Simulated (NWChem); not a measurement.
C2H6O2Si; SMILES O=C(O)C[SiH3]

```xyz
11

O     -1.3161     0.9152     0.0000
C     -0.1019     1.0263     0.0000
O      0.5194     2.2316     0.0000
C      0.8715    -0.1290     0.0000
Si    -0.0243    -1.8109     0.0000
H     -0.2033     2.8973     0.0000
H      1.5429    -0.0376     0.8808
H      1.5429    -0.0376    -0.8808
H     -0.8681    -1.9614    -1.2316
H     -0.8681    -1.9614     1.2316
H      1.0269    -2.8895     0.0000
```
Atoms are numbered in this order, from 1.

The geometry was optimised at PBE-D3(BJ)/def2-SVP.

 Unshifted, non-relativistic core excitations; the lowest 4 roots alone, so stronger bands may lie above.

Problem. List the first Si K-edge excitations from PBE0/6-311G** (spherical d), restricted-window TDA (NWChem).

Solution. 
| state | energy (eV) | dipole oscillator strength | leading excitation (squared amplitude) |
|---|---|---|---|
| S1 | 1801.1 | 0.0020 | 1s of atom 5 or its equivalents → LUMO+1 (0.90) |
| S2 | 1801.2 | 0.0001 | 1s of atom 5 or its equivalents → LUMO (0.97) |
| S3 | 1801.8 | 0.0027 | 1s of atom 5 or its equivalents → LUMO+3 (0.92) |
| S4 | 1801.9 | 0.0031 | 1s of atom 5 or its equivalents → LUMO+4 (0.66) |
